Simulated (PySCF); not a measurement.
Point-charge models of `C[Si@@H](N)[Si@@H](C)C[SiH3]` against its computed dipole.

Coordinates (GFN2-xTB, Å) and charges (e) from the PBE0/pcSseg-1 density (PySCF):

```
atom       x       y       z  Mulliken      IAO  Hirshfeld  ESP-fitted
  C1  -1.983   0.488   1.578   -0.6352  -0.7131    -0.2159     -0.4625
 Si2  -1.422  -0.644   0.155   +0.6524  +0.7610    +0.3046     +0.6207
  N3  -2.706  -0.545  -1.001   -0.6314  -0.8446    -0.3213     -1.0677
 Si4   0.491   0.110  -0.910   +0.4245  +0.5989    +0.2747     +0.5318
  C5   0.285   1.881  -1.597   -0.6029  -0.6957    -0.2120     -0.5735
  C6   1.990   0.153   0.276   -0.8466  -0.8117    -0.2481     -0.5318
 Si7   2.626  -1.522   0.890   +0.4950  +0.6044    +0.3055     +0.3782
  H8  -1.224   0.541   2.352   +0.1335  +0.1520    +0.0383     +0.0920
  H9  -2.898   0.134   2.043   +0.1379  +0.1535    +0.0422     +0.1254
 H10  -2.166   1.499   1.226   +0.1379  +0.1539    +0.0392     +0.1106
 H11  -1.287  -2.001   0.741   -0.0967  -0.1608    -0.1019     -0.1956
 H12  -3.659  -0.624  -0.682   +0.1882  +0.2575    +0.1146     +0.4098
 H13  -2.608  -1.021  -1.882   +0.1895  +0.2572    +0.1116     +0.3637
 H14   0.886  -0.732  -2.064   -0.0461  -0.1213    -0.0882     -0.1625
 H15   1.186   2.232  -2.093   +0.1376  +0.1530    +0.0413     +0.1398
 H16  -0.527   1.931  -2.316   +0.1392  +0.1570    +0.0393     +0.1390
 H17   0.057   2.587  -0.802   +0.1340  +0.1495    +0.0383     +0.1191
 H18   1.734   0.767   1.141   +0.1666  +0.1554    +0.0382     +0.1262
 H19   2.813   0.670  -0.220   +0.1690  +0.1601    +0.0417     +0.1556
 H20   3.084  -2.329  -0.243   -0.0802  -0.1219    -0.0800     -0.1068
 H21   3.756  -1.324   1.807   -0.0869  -0.1211    -0.0831     -0.1019
 H22   1.562  -2.234   1.601   -0.0792  -0.1231    -0.0795     -0.1097
```

Task: Compute μ = Σ q r for each scheme (1 e·Å = 4.803 D) and compare with the dipole of the full density.

Result: The full density gives (-1.09, 0.51, -0.24) D, 1.23 D in size; dipole vectors point from the negative to the positive end.

```csv
scheme,μx,μy,μz,size (D),share of the full size (%),angle to the full dipole (°)
Mulliken,-0.50,-2.40,-0.06,2.46,200,103
IAO,0.06,-1.76,0.00,1.76,144,117
Hirshfeld,-0.64,-0.15,-0.33,0.74,60,39
ESP-fitted,-1.09,0.54,-0.21,1.23,101,2
```

Task: Which set comes closest?

Result: Length of the difference vector: ESP-fitted 0.05 D, Hirshfeld 0.80 D, IAO 2.56 D, Mulliken 2.98 D. Closest: ESP-fitted. ESP charges are fitted to the potential around the molecule, whose slowest-falling term is the dipole's. 

Task: What is left for the Hirshfeld atoms' own dipoles?

Result: The shares of the density sum to the whole, so what Σ q r misses lies in dipoles about the nuclei. The atomic dipoles sum to (-1.09, 0.51, -0.24) − (-0.64, -0.15, -0.33) = (-0.45, 0.66, 0.09) D, 0.80 D in size.

Task: With the origin at the mean of the coordinates, (0.000, 0.001, 0.000) Å, which are the largest single terms, by size, of the ESP-fitted dipole along the direction of the full one?

Result: N3 -12.15, H12 +6.14, Si7 -5.71, C6 +4.48, H13 +3.95 D; all 22 atoms together +1.23 D. The single terms depend on the origin, their sum doesn't.

Task: Give the size of the full dipole in other units.

Result: 1.23 D = 0.482 au = 0.255 e·Å = 4.09 × 10⁻³⁰ C·m.

Isolated species at its GFN2-xTB geometry (one conformer only).

These values come from a run that also computed NMR shieldings. On an Arm Neoverse N1 with one thread, no GPU, shared host with 64 logical CPUs at a one-minute load of 59, this took 79 s wall and 1.1 GiB of memory at its peak.

The values belong to the conformer `[CH3:1][Si@@H:2]([NH2:3])[Si@@H:4]([CH3:5])[CH2:6][SiH3:7]`: C1–Si2–Si4–C5 -57°, Si2–Si4–C6–Si7 67°, H–N3–Si2–C1 -46°, H–N3–Si2–C1 176°.
